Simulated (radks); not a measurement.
Q: Tl2+, 79 electrons, occupied as [Kr] 4d10 4f14 5s2 5p4 5d10 6s1 5f2 (not the ground configuration). Method: scalar-relativistic Kohn-Sham, Wu-Cohen GGA, spin-polarised, spherical densities, point nucleus; open shells are filled with parallel spins first (spin-orbit coupling, left out, can overturn this in heavy ions); computed with a radial shooting solver on a logarithmic mesh with Libxc functionals. Some entries of the table are withheld. Estimate them.

orbital,occ.,eigenvalue (hartree),<1/r> (bohr^-1),r(max) (bohr)
1s up,1,-3148.507,99.52,0.01003
1s down,1,-3148.494,99.52,0.01003
2s up,1,-561.8229,23.35,0.05813
2s down,1,-561.8158,23.35,0.05813
2p up,3,-483.4009,20.59,0.04832
2p down,3,-483.3907,20.59,0.04832
3s up,1,-135.2441,8.655,0.1639
3s down,1,-135.2354,8.655,0.1639
3p up,3,-112.6776,7.850,0.1638
3p down,3,-112.6679,7.850,0.1638
3d up,5,-89.30546,7.374,0.1334
3d down,5,-89.29601,7.374,0.1334
4s up,1,-31.34766,3.722,0.3688
4s down,1,-31.33170,3.722,0.3688
4p up,3,-23.95030,3.350,0.3889
4p down,3,-23.93357,3.350,0.3890
4d up,5,-15.28377,3.009,0.3954
4d down,5,-15.26454,3.010,0.3954
5s up,1,-6.24839,1.569,0.8043
5s down,1,-6.17051,1.571,0.8033
4f up,7,-5.69064,2.609,0.3577
4f down,7,-5.66625,2.613,0.3576
5p up,3,-4.18343,1.351,0.8965
5p down,1,-4.10412,1.350,0.8963
5d up,5,-1.83044,1.033,1.077
5d down,5,-1.75481,1.032,1.079
6s up,1,(1),0.6218,1.868
6s down,0,(2),0.6256,1.857
5f up,2,-0.29203,0.3345,3.147

A: 
(1) 6s up eigenvalue (hartree): -1.29598
(2) 6s down eigenvalue (hartree): -1.21827
